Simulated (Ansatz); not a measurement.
Geometry optimisation, RKS PBE/def2-SVP in Ansatz.

Input file:

```yaml
crystal:
  periodic: [false, false, false]
  atoms:
    - { symbol: Al, position_ang: [-0.119741, -0.129317, -0.093907] }
    - { symbol: H, position_ang: [-0.139338, -0.337218, 1.461486] }
    - { symbol: F, position_ang: [1.344397, 0.185452, -0.866261] }
    - { symbol: "N", position_ang: [-1.592897, -0.242747, -1.078678] }
    - { symbol: H, position_ang: [-2.52043, -0.458203, -0.705685] }
    - { symbol: H, position_ang: [-1.645857, -0.089144, -2.087904] }
    - { symbol: "N", position_ang: [-0.220795, 2.509087, 1.549224] }
    - { symbol: H, position_ang: [-1.054408, 2.659212, 0.96577] }
    - { symbol: H, position_ang: [0.60648, 2.685182, 0.963169] }
    - { symbol: H, position_ang: [-0.20111, 1.499095, 1.820486] }
basis:
  gaussian: { orbitals: def2-SVP }
hamiltonian:
  xc: pbe
relax:
  f_tol: 0.03
  max_steps: 50
```

Run as:

```bash
$ ansatz run input.yaml --threads 2 --pin off --max-ram 3072MiB --backend cpu --events-out ev --progress --plain --runs-dir out
```

Task: Where does it end, and by what steps?

Result: The forces met the threshold. After 15 steps the energy has fallen by 1.127 eV; N7 moved furthest, 0.76 Å. Joined: Al1–N7 (3.11 → 2.07 Å).

```json
{"step": "0", "energy less start (eV)": "0.0000", "largest force component (eV/Å)": "0.741", "accepted": "yes"}
{"step": "1", "energy less start (eV)": "-0.0825", "largest force component (eV/Å)": "0.842", "accepted": "yes"}
{"step": "2", "energy less start (eV)": "-0.1404", "largest force component (eV/Å)": "1.229", "accepted": "yes"}
{"step": "3", "energy less start (eV)": "-0.2253", "largest force component (eV/Å)": "1.254", "accepted": "yes"}
{"step": "4", "energy less start (eV)": "-0.2967", "largest force component (eV/Å)": "0.569", "accepted": "yes"}
{"step": "5", "energy less start (eV)": "-0.3470", "largest force component (eV/Å)": "0.997", "accepted": "yes"}
{"step": "6", "energy less start (eV)": "-0.3807", "largest force component (eV/Å)": "1.113", "accepted": "yes"}
{"step": "7", "energy less start (eV)": "-0.5003", "largest force component (eV/Å)": "1.242", "accepted": "yes"}
{"step": "8", "energy less start (eV)": "-0.7237", "largest force component (eV/Å)": "1.726", "accepted": "yes"}
{"step": "9", "energy less start (eV)": "-0.8512", "largest force component (eV/Å)": "2.710", "accepted": "yes"}
{"step": "10", "energy less start (eV)": "-1.0841", "largest force component (eV/Å)": "0.910", "accepted": "yes"}
{"step": "11", "energy less start (eV)": "-0.9414", "largest force component (eV/Å)": "2.129", "accepted": "no"}
{"step": "12", "energy less start (eV)": "-1.1222", "largest force component (eV/Å)": "0.196", "accepted": "yes"}
{"step": "13", "energy less start (eV)": "-1.1252", "largest force component (eV/Å)": "0.056", "accepted": "yes"}
{"step": "14", "energy less start (eV)": "-1.1255", "largest force component (eV/Å)": "0.082", "accepted": "yes"}
{"step": "15", "energy less start (eV)": "-1.1271", "largest force component (eV/Å)": "0.023", "accepted": "yes"}
```

```xyz
10
Properties=species:S:1:pos:R:3
Al -0.138 0.073 0.166
H -0.093 -0.895 1.450
F 1.325 0.385 -0.657
N -1.649 0.111 -0.849
H -2.364 -0.616 -0.741
H -1.596 0.344 -1.846
N -0.234 1.965 1.012
H -1.101 2.396 0.656
H 0.567 2.531 0.696
H -0.261 1.988 2.041
```

Whether the end is a true minimum wasn't checked by a vibrational analysis.

Time of the run: 13 s on 2 threads of Intel(R) Xeon(R) 6975P-C (Granite Rapids), with other jobs on the host, peak memory 0.14 GiB.
